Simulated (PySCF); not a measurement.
Fill in the blanks.

CdMe2, C2H6Cd (singlet state).
SMILES: `[CH3][Cd][CH3]`

```csv
property,level,value
"rotational constants A, B, C",PBE0-D3(BJ)/def2-SVP,"79.064, 3.400, 3.400 GHz"
dipole moment,CAM-B3LYP/def2-SVPD,0.01 D
HOMO energy,CAM-B3LYP/def2-SVPD,-8.19 eV
LUMO energy,CAM-B3LYP/def2-SVPD,?
lowest singlet excitation,TDDFT CAM-B3LYP/def2-SVPD,"5.55 eV (223 nm, f = 0.000 summed over 2 states within 0.01 eV)"
strongest line among the 10 lowest singlet transitions,TDDFT CAM-B3LYP/def2-SVPD,"S3 at 6.43 eV (193 nm, f = 0.483)"
lowest triplet excitation (Tamm–Dancoff),TDA CAM-B3LYP/def2-SVPD,?
static isotropic polarisability,CAM-B3LYP/def2-SVPD,?
13C chemical shifts (computed TMS as zero) by class,GIAO PBE0/pcSseg-1 (def2-TZVP on Cd),-10.5 (2 C) ppm
1H chemical shifts (computed TMS as zero) by class,GIAO PBE0/pcSseg-1 (def2-TZVP on Cd),-0.30 (6 H) ppm
```

Gas-phase values; electronic properties from PySCF, density fitting. Isolated species at its PBE0-D3(BJ)/def2-SVP geometry, gas phase. Atoms past krypton carry effective core potentials; spin–orbit coupling is left out. Atoms bound to Cd lack the heavy atom's spin–orbit term in their shielding, so their NMR values are less reliable.

(1) Give the static isotropic polarisability.

(2) The lowest triplet excitation (Tamm–Dancoff)?

(3) What is the LUMO energy?

Results:

(1) 59.4 au.

(2) 5.28 eV.

(3) 0.66 eV.

The polarisability is 8.81 Å³ as a volume (1 au = 0.148185 Å³). The rotational constants are those of a nearly prolate symmetric top. No computed singlet falls in the visible range (750 to 380 nm, 1.65 to 3.26 eV); S1 lies 2.29 eV above its blue end. With B = h/(8π²I), that is 505.379 GHz u Å² over I, the principal moments of inertia are 6.4, 148.6 and 148.6 u Å² (most abundant isotopes). The 10 singlets span 5.55 to 9.05 eV, and their oscillator strengths add up to 0.91.

For the TDDFT job (CAM-B3LYP/def2-SVPD), hardware: an x86-64 server with one thread, on a shared host. Cost: 9.0 s.
